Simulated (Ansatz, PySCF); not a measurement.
This PySCF input computes a SVWN5/def2-TZVPD energy:

```python
from pyscf import gto, scf, dft

mol = gto.M(
    atom='''
    Al    0.62123616    0.48910838    0.56563493
    Br   -0.25661372    1.46930841   -1.29898749
    Br    0.02586886   -1.65097724    1.08889452
    ''',
    basis='def2-tzvpd',
    charge=0,
    spin=1,
    verbose=4,
)

mf = dft.UKS(mol, xc='svwn').density_fit(auxbasis='def2-universal-jkfit')
mf.grids.level = 3
mf.conv_tol = 1e-9
mf.max_cycle = 100
mf.max_memory = 1500
mf.kernel()
if not mf.converged:
    mf = mf.newton()
    mf.kernel(mf.make_rdm1())
for _ in range(2):
    mo, _, stable, _ = mf.stability(return_status=True)
    if stable:
        break
    mf.kernel(mf.make_rdm1(mo, mf.mo_occ))
mf.analyze()
```

Write an input for the same energy in Ansatz (an electronic-structure program) and say what it gives.


Ansatz 0.2 input:
```yaml
crystal:
  periodic: [false, false, false]
  atoms:
    - {symbol: Al, position_ang: [0.62123616, 0.48910838, 0.56563493]}
    - {symbol: Br, position_ang: [-0.25661372, 1.46930841, -1.29898749]}
    - {symbol: Br, position_ang: [0.02586886, -1.65097724, 1.08889452]}
basis:
  gaussian:
    orbitals: def2-TZVPD
hamiltonian:
  xc: {name: SVWN5}
magnetization: {spin_polarized: true, initial_magnetization: 1}
output: {forces: true}
```
It gives -5382.71639 Eh, and PySCF -5382.71642 Eh, a difference of 0.03 mEh, from the treatment of integrals and grids.

It need not be the lowest isomer of its formula.
